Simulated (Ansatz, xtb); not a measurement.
**Relative energy of two isomers of C6H5ClN2**

We compare I, `[H]/N=C\c1ncccc1Cl`, a singlet, with II, `[H]/N=C\c1ccc(Cl)cn1`, a singlet. Both are isolated molecules in the gas phase, relaxed with B3LYP/def2-SVP; the shapes shown needn't be the lowest conformers.

I (Å):

```tsv
atom	x (Å)	y (Å)	z (Å)
C	0.6472	0.0376	-1.9163
C	-0.4164	-0.6895	-1.1579
C	-1.1532	-2.7427	-0.3873
C	-2.2890	-2.1836	0.2126
C	-2.4808	-0.8081	0.1102
C	-1.5328	-0.0497	-0.5835
Cl	-1.7699	1.6766	-0.7131
N	1.6609	-0.5201	-2.4417
N	-0.2575	-2.0163	-1.0446
H	1.6077	-1.5336	-2.2494
H	0.5224	1.1251	-2.0125
H	-0.9675	-3.8213	-0.3297
H	-3.0052	-2.8120	0.7465
H	-3.3475	-0.3166	0.5563
```

II (Å):

```xyz
14

C     0.4597    1.0630   -0.1695
C    -0.5703    0.0570   -0.5552
C    -1.5615   -0.3493    0.3497
C    -2.5063   -1.2936   -0.0529
C    -2.4190   -1.7948   -1.3523
C    -1.3940   -1.3342   -2.1961
Cl   -3.5569   -2.9750   -1.9345
N     1.3917    1.4902   -0.9193
N    -0.5021   -0.4363   -1.8016
H     1.3106    1.0214   -1.8357
H     0.3824    1.4529    0.8599
H    -1.5908    0.0708    1.3582
H    -3.2942   -1.6371    0.6199
H    -1.3156   -1.7206   -3.2182
```

Quicker runs give these differences E(II) − E(I): GFN2-xTB −1.45 kJ/mol; HF/STO-3G −3.73 kJ/mol (at GFN2-xTB geometries); r2SCAN-D4/def2-SVP −3.20 kJ/mol (at GFN2-xTB geometries).

Estimate E(II) − E(I) at the level CCSD(T)/def2-SVP + ΔMP2/def2-TZVPP.

Not settled: CCSD(T)/def2-SVP + ΔMP2/def2-TZVPP gives E(II) − E(I) = −4.44 kJ/mol, but this leans on the basis-set step: CCSD(T) alone gives −2.48 kJ/mol.

The same difference at several levels:

| level | geometry | E(II) − E(I) (kJ/mol) | departure from the last row (kJ/mol) | job, with rough time for the two |
| --- | --- | --- | --- | --- |
| GFN2-xTB | GFN2-xTB | −1.45 | +2.99 | optimisation, 0.12 s |
| HF/STO-3G | GFN2-xTB | −3.73 | +0.71 | single point, 0.4 s |
| r2SCAN-D4/def2-SVP | GFN2-xTB | −3.20 | +1.24 | single point, 3.8 s |
| B3LYP/def2-SVP | B3LYP/def2-SVP | −4.63 | −0.19 | optimisation, 27 s |
| HF/def2-SVP | B3LYP/def2-SVP | −6.90 | −2.46 | part of the CCSD(T) run |
| MP2/def2-SVP | B3LYP/def2-SVP | −2.50 | +1.94 | part of the CCSD(T) run |
| CCSD(T)/def2-SVP | B3LYP/def2-SVP | −2.48 | +1.96 | single point |
| CCSD(T)/def2-SVP + ΔMP2/def2-TZVPP | B3LYP/def2-SVP | −4.44 |  | single point, 99 s |

As drawn, both hold the same kinds of bond in the same numbers.

GFN2-xTB finds them nearly level. The largest departure from CCSD(T)/def2-SVP + ΔMP2/def2-TZVPP is that of GFN2-xTB, 2.99 kJ/mol. The last row adds to CCSD(T) the change of the MP2 difference between the two basis sets, here −1.96 kJ/mol.

With thermal terms from frequencies at re-optimised GFN2-xTB minima (ideal gas, soft modes damped towards free rotors, one conformer each, 298.15 K, 1 atm): the zero-point term adds −0.14 kJ/mol; ΔH is −4.57 and ΔG −4.50 kJ/mol.

The correlated steps freeze 13 core orbitals. Programs: Ansatz 0.2.0, xtb 6.7.1; the last row on 4 threads of Arm Neoverse V2 on a shared host.
